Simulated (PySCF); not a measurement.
Cl$_{2}$MoO$_{2}$, singlet, geometry from GFN2-xTB (such geometries of metal compounds can be far from the true shape) (core potentials on Mo); DF-M06/def2-SVP in PySCF.

The PySCF input:
```python
from pyscf import gto, scf, dft

mol = gto.M(
    atom='''
Mo    0.298668   -0.055206    0.098626
O     1.452282   -0.587896   -0.930250
O     0.741126    0.182461    1.654554
Cl   -0.459639    1.801845   -0.663469
Cl   -1.310439   -1.474660    0.078957
''',
    basis='def2-svp',
    ecp={'Mo': 'def2-svp'},
    charge=0,
    spin=0,
    verbose=4,
)

mf = dft.RKS(mol)
mf.xc = 'm06'
mf.grids.level = 1
mf = mf.density_fit(auxbasis='def2-universal-jkfit')
mf.kernel()
```

What the program printed (banner, timings and long lists left out):

```
PySCF version 2.14.0

[INPUT] verbose = 4
[INPUT] num. atoms = 5
[INPUT] num. electrons = 64
[INPUT] charge = 0
[INPUT] spin (= nelec alpha-beta = 2S) = 0
[INPUT] symmetry False subgroup None
[INPUT] Mole.unit = angstrom
[INPUT] Symbol           X                Y                Z      unit          X                Y                Z       unit  Magmom
[INPUT]  1 Mo     0.298668000000  -0.055206000000   0.098626000000 AA    0.564400722172  -0.104324220433   0.186376128761 Bohr   0.0
[INPUT]  2 O      1.452282000000  -0.587896000000  -0.930250000000 AA    2.744415235636  -1.110962429727  -1.757917727377 Bohr   0.0
[INPUT]  3 O      0.741126000000   0.182461000000   1.654554000000 AA    1.400525163794   0.344801318414   3.126653918304 Bohr   0.0
[INPUT]  4 Cl    -0.459639000000   1.801845000000  -0.663469000000 AA   -0.868591826169   3.404993568917  -1.253774702139 Bohr   0.0
[INPUT]  5 Cl    -1.310439000000  -1.474660000000   0.078957000000 AA   -2.476370812949  -2.786703526851   0.149207105617 Bohr   0.0

nuclear repulsion = 339.863416089691
number of shells = 39
number of NR pGTOs = 177
number of NR cGTOs = 95
basis = def2-svp
ecp = {'Mo': 'def2-svp'}

******** <class 'pyscf.df.df_jk.DFRKS'> ********
method = DFRKS
initial guess = minao
damping factor = 0
level_shift factor = 0
DIIS = <class 'pyscf.scf.diis.CDIIS'>
diis_start_cycle = 1
diis_space = 8
diis_damp = 0
SCF conv_tol = 1e-09
SCF conv_tol_grad = None
SCF max_cycles = 50
direct_scf = False
XC library pyscf.dft.libxc version 7.1.2
    S. Lehtola, C. Steigemann, M. J. T. Oliveira, and M. A. L. Marques,  SoftwareX 7, 1–5 (2018)
XC functionals = m06
    Y. Zhao and D. G. Truhlar,  Theor. Chem. Acc. 120, 215 (2008)
    Y. Zhao and D. G. Truhlar,  Theor. Chem. Acc. 120, 215 (2008)
radial grids:
    Treutler-Ahlrichs [JCP 102, 346 (1995); DOI:10.1063/1.469408] (M4) radial grids

becke partition: Becke, JCP 88, 2547 (1988); DOI:10.1063/1.454033
pruning grids: <function nwchem_prune>
grids dens level: 1
symmetrized grids: False
atomic radii adjust function: <function treutler_atomic_radii_adjust>
small_rho_cutoff = 0
Set gradient conv threshold to 3.16228e-05
Initial guess from minao.
tot grids = 31168
******** <class 'pyscf.df.df.DF'> ********
auxbasis = def2-universal-jkfit
init E= -1131.30642956764
  HOMO = -0.57478221467864  LUMO = -0.370702933794146  gap/eV = 5.55328
cycle= 1 E= -1138.27657747385  delta_E= -6.97  |g|= 1.44  |ddm|= 3.49
  HOMO = -0.133165062421913  LUMO = -0.113359828639028  gap/eV = 0.53893
cycle= 2 E= -1132.63506074242  delta_E= 5.64  |g|= 5.08  |ddm|= 4.13
  HOMO = -0.320381479921105  LUMO = -0.0867341450419434  gap/eV = 6.35787
cycle= 3 E= -1138.65347617093  delta_E= -6.02  |g|= 0.362  |ddm|=  3.6
  HOMO = -0.380395326693648  LUMO = -0.15903905986516  gap/eV = 6.02341
cycle= 4 E= -1138.67990853509  delta_E= -0.0264  |g|= 0.142  |ddm|= 0.534
  HOMO = -0.357892344875548  LUMO = -0.130541619684519  gap/eV = 6.18653
cycle= 5 E= -1138.68263982198  delta_E= -0.00273  |g|= 0.0942  |ddm|= 0.241
  HOMO = -0.365427489488848  LUMO = -0.134747275736443  gap/eV = 6.27713
cycle= 6 E= -1138.68520859198  delta_E= -0.00257  |g|= 0.00917  |ddm|= 0.106
  HOMO = -0.365923843377147  LUMO = -0.134381922945633  gap/eV = 6.30058
cycle= 7 E= -1138.6852095664  delta_E= -9.74e-07  |g|= 0.00997  |ddm|= 0.0128
  HOMO = -0.366050555047957  LUMO = -0.134392393911758  gap/eV = 6.30374
cycle= 8 E= -1138.68522743597  delta_E= -1.79e-05  |g|= 0.00308  |ddm|= 0.00792
  HOMO = -0.366223713040596  LUMO = -0.134511778819014  gap/eV = 6.30520
cycle= 9 E= -1138.68522929246  delta_E= -1.86e-06  |g|= 0.000456  |ddm|= 0.00237
  HOMO = -0.366230764632831  LUMO = -0.134502481812105  gap/eV = 6.30565
cycle= 10 E= -1138.68522933189  delta_E= -3.94e-08  |g|= 8.26e-05  |ddm|= 0.000368
  HOMO = -0.366235030360767  LUMO = -0.134505374942839  gap/eV = 6.30569
cycle= 11 E= -1138.68522933387  delta_E= -1.98e-09  |g|= 1.43e-05  |ddm|= 0.000108
  HOMO = -0.36623570271933  LUMO = -0.134505762726786  gap/eV = 6.30569
cycle= 12 E= -1138.68522933393  delta_E= -5.34e-11  |g|= 2.34e-06  |ddm|= 1.58e-05
  HOMO = -0.366235408001733  LUMO = -0.134505854699763  gap/eV = 6.30568
Extra cycle  E= -1138.68522933392  delta_E= 6.14e-12  |g|= 4.28e-06  |ddm|= 5.96e-06
converged SCF energy = -1138.68522933392
```
